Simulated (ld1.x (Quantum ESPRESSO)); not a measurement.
# nitrogen (N), RRKJ: configuration errors across variants

```json
{
  "Element": "N",
  "Generator": "ld1.x (Quantum ESPRESSO) 7.5",
  "Type": "norm-conserving RRKJ (Kleinman–Bylander form)",
  "Functional": "LDA (PZ)",
  "Relativity": "scalar-relativistic",
  "Frozen core": "[He]",
  "Valence charge": "5",
  "Reference configuration": "2s2 2p2 (charge +1)",
  "Partial waves": "2s (bound): rc 1.10 bohr; 3d channel at 0.45 Ry: rc 2.20 bohr; 2p (bound): rc 2.05 bohr",
  "Local potential": "the p channel",
  "Core correction": "Bessel-smoothed model core inside 0.55 bohr",
  "rho0": "0.001"
}
```

All-electron excitation energies from the reference (eV): (1) 2s2 2p3 -13.732; (2) 2s2 2p1 28.970; (3) 2s2 2p0 76.135; (4) 2s0 2p5 8.721; (5) 2s1 2p0 153.608; (6) 2s1 2p4 -2.528; (7) 2s1 2p3 11.453; (8) 2s2 2p2 spin -1.689; (9) 2s2 2p3 spin -16.624.

Spin tests fill each open shell by Hund’s rule, majority spin first.

3 further variants failed, have other tests or another functional or relativity, and are left out.

Errors AE − PS in meV (a dash: test not solved or not reliable):

```csv
change,(1),(2),(3),(4),(5),(6),(7),(8),(9),bound ghosts
base,+6.8,+154,+1116,+246,+2088,+117,+18,+8.2,+70,none
"all radii but the core radius scaled by about 1.12 (s 1.24, p 2.30, d 2.46 bohr)",+19,+231,+1573,+334,+2895,+172,+14,-18,+62,none
wave 2p (bound): rc 2.05 bohr becomes 2p (bound): rc 1.38 bohr,-2.5,+18,+187,+36,+516,+11,+7.6,+37,+61,none
wave 3d channel at 0.45 Ry: rc 2.20 bohr becomes 3d channel at 0.45 Ry: rc 2.96 bohr,+6.8,+154,+1116,+246,+2088,+117,+18,+8.2,+70,none
wave 3d channel at 0.45 Ry: rc 2.20 bohr becomes 3d channel at 0.98 Ry: rc 2.20 bohr,+6.8,+154,+1116,+246,+2088,+117,+18,+8.2,+70,none
core correction Bessel-smoothed model core inside 0.58 bohr,+6.8,+154,+1117,+246,+2091,+117,+18,+9.5,+72,none
wave 2s (bound): rc 1.10 bohr becomes 2s (bound): rc 0.90 bohr,+8.0,+157,+1136,+252,+2087,+121,+18,+11,+75,none
local potential the d channel,+74,+269,+1645,+375,+2923,+220,+14,-10,+115,none
"type ultrasoft; waves now 2s (bound): rcut 0.95, rcutus 1.10 bohr; 2s channel at -1.95 Ry: rcut 0.95, rcutus 1.10 bohr; 2p (bound): rcut 1.80, rcutus 2.05 bohr; 2p channel at -1.1 Ry: rcut 1.80, rcutus 2.05 bohr; 3d channel at 0.45 Ry: rcut 1.90, rcutus 2.20 bohr; 3d channel at 0.65 Ry: rcut 1.90, rcutus 2.20 bohr; local potential all-electron potential smoothed inside 1.20 bohr (lloc = -1); augmentation PSQ, radius 0.95 bohr; rho0 0",-5.2,-15,-45,-17,+29,-13,-0.3,+1.2,-3.6,none
```

Give the same row for: type PAW; waves now 2s (bound): rcut 0.95, rcutus 1.10 bohr; 2s channel at -0.1 Ry: rcut 0.95, rcutus 1.10 bohr; 2p (bound): rcut 1.80, rcutus 2.05 bohr; 2p channel at 1.65 Ry: rcut 1.80, rcutus 2.05 bohr; 3d channel at 0.45 Ry: rcut 1.90, rcutus 2.20 bohr; 3d channel at 1.4 Ry: rcut 1.90, rcutus 2.20 bohr; local potential all-electron potential smoothed inside 1.00 bohr (lloc = -1); augmentation BESSEL, radius 1.00 bohr; rho0 0.

+5.3, +3.5, +62, +15, +25, +14, +3.6, +5.5, +10; bound ghosts: none.
